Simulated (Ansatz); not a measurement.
Input file for Ansatz (a quantum-chemistry and plane-wave program): R-CCSD(T)/def2-SVPD on HCl (SMILES Cl).

Ansatz 0.2 input:
```yaml
crystal:
  periodic: [false, false, false]
  atoms:
    - {symbol: Cl, position_ang: [1.20790380, 0.53037820, 0.65711566]}
    - {symbol: H, position_ang: [0.72764192, 0.27999148, 1.82364411]}
basis:
  gaussian:
    orbitals: def2-SVPD
magnetization: {spin_polarized: false}
correlation: {method: ccsd_t, electrons: outside_noble_gas}
scf: {lower_state_search: off}
```

Program output:

```
WARN ansatz: RAYON_NUM_THREADS=1 ignored (pool sized by the plan → 1); use --threads N
Functional definition: HF
these checks for a lower state are left out or cut short: stability, starts, cluster_reference, orbital_swaps, neighbouring_geometries, increment
integrals: 0.01 GiB planned
328 factors; integrals over basis functions are off by at most 6.0e-4 eV
mean field: 0.05 GiB planned
mean field evaluation 1: about -12515.4044 eV, gradient 1.1e1 eV
mean field evaluation 2: about -12515.4045 eV, gradient 1.1e1 eV
mean field evaluation 4: about -12515.8085 eV, gradient 9.1e-1 eV
mean field evaluation 8: about -12515.8141 eV, gradient 3.8e-4 eV
mean field -12515.81410347 eV, -459.9476847791 hartree, gradient 1.5e-6 eV, S^2 0.000000; 0 other end points of the search recorded, 0 dependent functions left out
5 core orbitals not correlated
reference -12515.81410347 eV, -459.9476847791 hartree; 4, 4 occupied and 26, 26 virtual orbitals, 328 factors
second order -4.31394745 eV of doubles, -0.00000000 eV of singles
coupled cluster: 0.05 GiB planned
cycle   1  -4.66232620 eV  change   -3.5e-1 eV  update   3.6e-2
cycle   2  -4.75815273 eV  change   -9.6e-2 eV  update   1.1e-2
cycle   3  -4.76578365 eV  change   -7.6e-3 eV  update   2.6e-3
cycle   4  -4.76552083 eV  change    2.6e-4 eV  update   5.4e-4
cycle   5  -4.76533555 eV  change    1.9e-4 eV  update   1.1e-4
cycle   6  -4.76532348 eV  change    1.2e-5 eV  update   2.4e-5
cycle   7  -4.76532649 eV  change   -3.0e-6 eV  update   6.4e-6
perturbative correction -0.10205047 eV, -0.0037502855 hartree
Total energy: -12520.68148042 eV, -460.1265575829 hartree
Checks for a lower state left out: stability, starts, cluster_reference, orbital_swaps, neighbouring_geometries, increment
```

The run converged.

Cost: around 0.5 core-seconds (rough).
